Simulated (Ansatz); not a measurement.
Consider the redistribution: `O[B](Cl)[GaH2]` + GeH₄ → `OBCl` + `[GaH2][GeH3]`.

Gas-phase electronic energies from Ansatz, PBE0-D4/def2-TZVP geometries. CCSD(T)/CBS is the MP2 limit (def2-TZVPP, def2-QZVPP) plus CCSD(T) − MP2 in def2-TZVPP, frozen cores. This one scheme is used for every species. Functionals use def2-TZVPP. For Ga, Ge outer-core shells are correlated without core-valence functions, which leaves a few kJ/mol of doubt a bond. Scalar relativity is left out up to krypton. Each species was taken in one conformer, which may not be the lowest.

```tsv
species	PBE0-D4 energy (Eh)
`O[B](Cl)[GaH2]`	-2486.53978
GeH₄	-2079.12062
`OBCl`	-561.35754
`[GaH2][GeH3]`	-4004.32240
```

Work out ΔE.

ΔE = (-561.35754) + (-4004.32240) − (-2486.53978) − (-2079.12062) = -0.01954 Eh = -12.3 kcal/mol. CCSD(T)/CBS gives -12.0 kcal/mol.

Largest T1 diagnostic among the species: 0.014.

Leaving LDA and LC-ωPBE aside and taking each functional with its dispersion term where it has one, the values, not all of them listed here, spread over 2.4 kcal/mol, from BHLYP-D4 to B97M-V. LDA lies +1.0 kcal/mol from PBE without D4. In def2-TZVPP, CCSD(T) changes the Hartree–Fock value by +1.7 kcal/mol (the triples alone add +0.4 kcal/mol) and MP2 by +1.3 kcal/mol.
